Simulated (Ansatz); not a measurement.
`CCSCF` + `[CH3][Al]([NH2])[SiH3]` → `C[NH][Al]([CH3])[SiH3]` + `CSCF`  (substitution at a C–C bond)

Calculated with Ansatz (gas phase, PBE0-D4/def2-TZVP geometries, no zero-point term in ΔE). CCSD(T)/CBS adds triple-zeta CCSD(T) − MP2 to the extrapolated MP2 energy (def2 sets, frozen cores). Functionals use def2-TZVPP. B3LYP here is the variant with VWN-RPA as its local correlation; programs differ in this. One conformer a species, not always the lowest.

**Question.** Is it downhill or uphill in electronic energy at CCSD(T)/CBS, and by how much? (An estimate is asked.)

**Answer.** Computed: Uphill: ΔE = +46.8 kJ/mol.

**Question.** What do these levels give: PBE-D4, PBE0-D4, B3LYP-D4, ωB97X-V, ωB97M-V, B2PLYP, PBE, B3LYP, HF/def2-TZVPP, SCS-MP2/def2-TZVPP, CCSD/def2-TZVPP, MP2/def2-QZVPP? (An estimate is asked.)

**Answer.** Ansatz gave: PBE-D4 41.7, PBE0-D4 43.1, B3LYP-D4 41.6, ωB97X-V 43.3, ωB97M-V 45.1, B2PLYP 43.5, PBE 41.3, B3LYP 40.8, HF/def2-TZVPP 41.1, SCS-MP2/def2-TZVPP 45.0, CCSD/def2-TZVPP 44.6, MP2/def2-QZVPP 49.3 kJ/mol.

Largest T1 diagnostic among the species: 0.012.

In def2-TZVPP, CCSD(T) changes the Hartree–Fock value by +3.8 kJ/mol (the triples alone add +0.4 kJ/mol) and MP2 by +7.2 kJ/mol.
